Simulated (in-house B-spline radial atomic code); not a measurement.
Ionisation energies along the 1-electron series, configuration 1s1, as differences of self-consistent energies. NIST's values go from ground level to ground level; the uncertainty of those that are theory runs from under 0.1 % in few-electron ions to several per cent in heavy many-electron ones. Computed with an all-electron radial atomic-structure program (B-spline basis): non-relativistic Hartree-Fock, average of the configuration, point nuclei.

This level leaves out relativity, spin-orbit splitting included, which matters for heavy ions.

| ion | configuration after | ionisation energy (eV) | IE/(q+1)² (eV) | -ε less Coulomb ΔSCF (eV) | tabulated value (eV) | computed minus tabulated (eV) |
| --- | --- | --- | --- | --- | --- | --- |
| Nb40+ | bare | 22871.2 | 13.606 | 6.8028e-09 | 23388.85 | -518 |
| Mo41+ | bare | ? | ? | ? | ? | ? |
| Tc42+ | bare | ? | ? | ? | ? | ? |
| Ru43+ | bare | 26340.6 | 13.606 | 1.1972e-08 | 27033.56 | -693 |
| Rh44+ | bare | 27551.5 | 13.606 | 4.0817e-08 | 28312.03 | -761 |
| Pd45+ | bare | 28789.6 | 13.606 | 4.3539e-08 | 29622.68 | -833 |
| Ag46+ | bare | 30055.0 | 13.606 | 4.3539e-08 | 30965.78 | -911 |
| Cd47+ | bare | 31347.5 | 13.606 | 4.6261e-08 | 32341.59 | -994 |
| In48+ | bare | 32667.3 | 13.606 | 4.8978e-08 | 33750.4 | -1083 |
| Sn49+ | bare | 34014.2 | 13.606 | 5.17e-08 | 35192.5 | -1178 |
| Sb50+ | bare | 35388.4 | 13.606 | 5.17e-08 | 36668.18 | -1280 |
| Te51+ | bare | 36789.8 | 13.606 | 5.4422e-08 | 38177.74 | -1388 |
| I52+ | bare | 38218.4 | 13.606 | 5.7145e-08 | 39721.55 | -1503 |
| Xe53+ | bare | 39674.2 | 13.606 | 5.9867e-08 | 41299.89 | -1626 |
| Cs54+ | bare | 41157.2 | 13.606 | 6.2589e-08 | 42913.14 | -1756 |
| Ba55+ | bare | 42667.5 | 13.606 | 6.2589e-08 | 44561.63 | -1894 |
| La56+ | bare | 44204.9 | 13.606 | 6.5305e-08 | 46245.77 | -2041 |
| Ce57+ | bare | 45769.6 | 13.606 | 6.8028e-08 | 47965.89 | -2196 |
| Pr58+ | bare | ? | ? | ? | ? | ? |
| Nd59+ | bare | 48980.5 | 13.606 | 7.3472e-08 | 51515.78 | -2535 |
| Pm60+ | bare | 50626.8 | 13.606 | 7.6195e-08 | 53346.31 | -2720 |
| Sm61+ | bare | 52300.3 | 13.606 | 7.8911e-08 | 55214.3 | -2914 |
| Eu62+ | bare | 54001.0 | 13.606 | 8.1633e-08 | 57120.64 | -3120 |
| Gd63+ | bare | 55728.9 | 13.606 | 8.4356e-08 | 59065.54 | -3337 |

Fill in the row of Mo41+.

ionisation energy (eV): 24000.4; IE/(q+1)² (eV): 13.606; -ε less Coulomb ΔSCF (eV): 8.4362e-09; tabulated value (eV): 24572.21; computed minus tabulated (eV): -572.

Fill in the row of Tc42+.

ionisation energy (eV): 25156.9; IE/(q+1)² (eV): 13.606; -ε less Coulomb ΔSCF (eV): 1.0342e-08; tabulated value (eV): 25787.05; computed minus tabulated (eV): -630.

Fill in the row of Pr58+.

ionisation energy (eV): 47361.4; IE/(q+1)² (eV): 13.606; -ε less Coulomb ΔSCF (eV): 7.075e-08; tabulated value (eV): 49722.44; computed minus tabulated (eV): -2361.
